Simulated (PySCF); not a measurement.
## SnOF: from structure and modes to constants

All numbers come from UPBE0 in PySCF with Sn def2-TZVP with ECP28, O def2-TZVP, F def2-TZVP; scalar-relativistic core potentials, no spin–orbit coupling; density-fitted integrals.

The doublet minimum has Cs symmetry. Masses (u): Sn 119.90220, O 15.99492, F 18.99840.

```xyz
3
charge 0 multiplicity 2, angstrom
Sn   -0.0156    0.0000   -0.2957
O    -1.5223    0.0000    1.0097
F     1.3795    0.0000    1.0454
```

Harmonic wavenumbers (cm⁻¹): 151.2 (a', ×1), 557.1 (a', ×1), 594.1 (a', ×1).

Task: Find the principal moments of inertia and the rotational constants. What kind of rotor is it?

Result: About the centre of mass I = 47.116, 73.684, 120.8 u Å². With B = 16.8576/I this gives 0.3578, 0.2288, 0.1396 cm⁻¹. The molecule is an asymmetric top with κ = -0.18.

Task: What is the harmonic zero-point energy?

Result: Half the sum of all 3 wavenumbers, 1302/2 = 651 cm⁻¹, which is 7.8 kJ/mol (1 cm⁻¹ = 0.0119627 kJ/mol).

Task: Find the vibrational entropy and heat capacity at 298.15 K.

Result: With u = 1.43878 ω/T, each mode gives S = R[u/(eᵘ−1) − ln(1−e⁻ᵘ)] and C = R u² eᵘ/(eᵘ−1)².
| ω (cm⁻¹) | u | S (J/(mol K)) | C (J/(mol K)) |
| --- | --- | --- | --- |
| 151.2 | 0.730 | 11.12 | 7.96 |
| 557.1 | 2.688 | 2.22 | 4.70 |
| 594.1 | 2.867 | 1.92 | 4.37 |
The sums over all modes are S = 15.3 and C = 17.0 J/(mol K); the softest mode gives 73 % of the entropy.

Task: Give the standard entropy (298.15 K, 1 bar) by its translational, rotational, vibrational and spin parts, and Cp.

Result: Sackur–Tetrode with M = 154.90 u gives 171.7; rotation with symmetry number 1 gives 102.3; vibration 15.3; spin R ln 2 = 5.8. The total is 295.1 J/(mol K), and Cp = 4 R + 17.0 = 50.3 J/(mol K).

Other isomers or separated fragments may lie lower. No spin–orbit coupling is included, which matters more the heavier the element.
